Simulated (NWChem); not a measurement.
System: C$_{2}$H$_{6}$AlCl; SMILES [CH3][Al]([CH3])[Cl]

Parts of the log:

```
             Northwest Computational Chemistry Package (NWChem) 7.3.0
             --------------------------------------------------------

 C2  symmetry detected

                             Geometry "geometry" -> ""
                             -------------------------

 Output coordinates in angstroms (scale by  1.889725989 to convert to a.u.)

  No.       Tag          Charge          X              Y              Z
 ---- ---------------- ---------- -------------- -------------- --------------
    1 Al                  13.0000     0.00000000     0.00000000    -0.41294342
    2 C                    6.0000    -0.00078469     1.75774981    -1.27685342
    3 H                    1.0000    -0.10285493     1.68932245    -2.36622542
    4 H                    1.0000     0.93146887     2.29715064    -1.06293342
    5 H                    1.0000    -0.81728602     2.38539051    -0.89827642
    6 C                    6.0000     0.00078469    -1.75774981    -1.27685342
    7 H                    1.0000    -0.93146887    -2.29715064    -1.06293342
    8 H                    1.0000     0.81728602    -2.38539051    -0.89827642
    9 H                    1.0000     0.10285493    -1.68932245    -2.36622542
   10 Cl                  17.0000     0.00000000     0.00000000     1.72619858

 Effective nuclear repulsion energy (a.u.)     188.1571723483

      Symmetry information
      --------------------

 Group name             C2
 Group number              4
 Group order               2
 No. of unique centers     6

                                 NWChem DFT Module
                                 -----------------

 Summary of "ao basis" -> "ao basis" (spherical)
 ------------------------------------------------------------------------------
       Tag                 Description            Shells   Functions and Types
 ---------------- ------------------------------  ------  ---------------------
 Al                         def2-svp                 8       18   4s3p1d
 C                          def2-svp                 6       14   3s2p1d
 H                          def2-svp                 3        5   2s1p
 Cl                         def2-svp                 8       18   4s3p1d

      Symmetry analysis of basis
      --------------------------

        a          49
        b          45

            General Information
            -------------------
          SCF calculation type: DFT
          Wavefunction type:  closed shell.
          No. of atoms     :    10
          No. of electrons :    48
           Alpha electrons :    24
            Beta electrons :    24
          Charge           :     0
          Spin multiplicity:     1
          Use of symmetry is: on ; symmetry adaption is: on
          Maximum number of iterations: 150
          AO basis - number of functions:    94
                     number of shells:    46
          Convergence on energy requested:  1.00D-06
          Convergence on density requested:  1.00D-05
          Convergence on gradient requested:  5.00D-04

              XC Information
              --------------
                     r^2SCAN0 Method XC Functional
                     Hartree-Fock (Exact) Exchange  0.250
               r^2SCAN metaGGA Exchange Functional  0.750
                     r^2SCAN Correlation Potential  1.000

             Grid Information
             ----------------
          Grid used for XC integration:  medium
          Radial quadrature: Mura-Knowles
          Angular quadrature: Lebedev.
          Tag              B.-S. Rad. Rad. Pts. Rad. Cut. Ang. Pts.
          ---              ---------- --------- --------- ---------
          Al                  1.25       88           8.0       590
          C                   0.70       49          11.0       434
          H                   0.35       45          12.0       434
          Cl                  1.00       88          11.0       590
          Grid pruning is: on
          Number of quadrature shells:   360
          Spatial weights used:  Erf1

      Superposition of Atomic Density Guess
      -------------------------------------

 Sum of atomic energies:        -779.36023152

      Non-variational initial energy
      ------------------------------

 Total energy =    -780.975169
 1-e energy   =   -1449.115478
 2-e energy   =     479.983137
 HOMO         =      -0.340246
 LUMO         =       0.015372

      Symmetry analysis of molecular orbitals - initial
      -------------------------------------------------

  Numbering of irreducible representations:

     1 a           2 b

  Orbital symmetries:

     1 a           2 a           3 a           4 b           5 a
     6 a           7 b           8 b           9 a          10 b
    11 a          12 b          13 a          14 b          15 a
    16 a          17 a          18 b          19 b          20 a
    21 b          22 b          23 a          24 b          25 a
    26 b          27 b          28 a          29 a          30 b
    31 a          32 b          33 a          34 a

     ---------------------------------------------
      Total Density - Mulliken Population Analysis
     ---------------------------------------------

    Atom       Charge   Shell Charges
 -----------   ------   -------------------------------------------------------
    1 Al  13    11.86   2.00  1.99  0.85  0.10  5.93  0.55  0.29  0.16
    2 C    6     6.72   1.99  0.97  0.30  2.15  1.31  0.01
    3 H    1     0.87   0.65  0.18  0.03
    4 H    1     0.86   0.65  0.18  0.03
    5 H    1     0.86   0.65  0.18  0.03
    6 C    6     6.72   1.99  0.97  0.30  2.15  1.31  0.01
    7 H    1     0.86   0.65  0.18  0.03
    8 H    1     0.86   0.65  0.18  0.03
    9 H    1     0.87   0.65  0.18  0.03
   10 Cl  17    17.52   2.00  1.99  1.23  0.72  5.94  2.19  3.43  0.01

[...]
```

Level: r2SCAN0/def2-SVP. Coordinates come from a B3LYP/6-31G* (spherical d) optimisation.

Question: Write an input that gives this output.

Answer: Several could match; the one computed here: the input that was run:
```
start job
memory heap 200 mb stack 900 mb global 1100 mb
geometry units angstroms noautoz
  Al     0.000000     0.000000    -0.409890
  C     -0.002639     1.757748    -1.273800
  H     -0.104637     1.689213    -2.363172
  H      0.929045     2.298132    -1.059880
  H     -0.819802     2.384527    -0.895223
  C      0.002639    -1.757748    -1.273800
  H     -0.929045    -2.298132    -1.059880
  H      0.819802    -2.384527    -0.895223
  H      0.104637    -1.689213    -2.363172
  Cl     0.000000     0.000000     1.729252
end
basis spherical
  * library def2-svp
end
dft
  xc r2scan0
  iterations 150
  mulliken
end
task dft energy
```
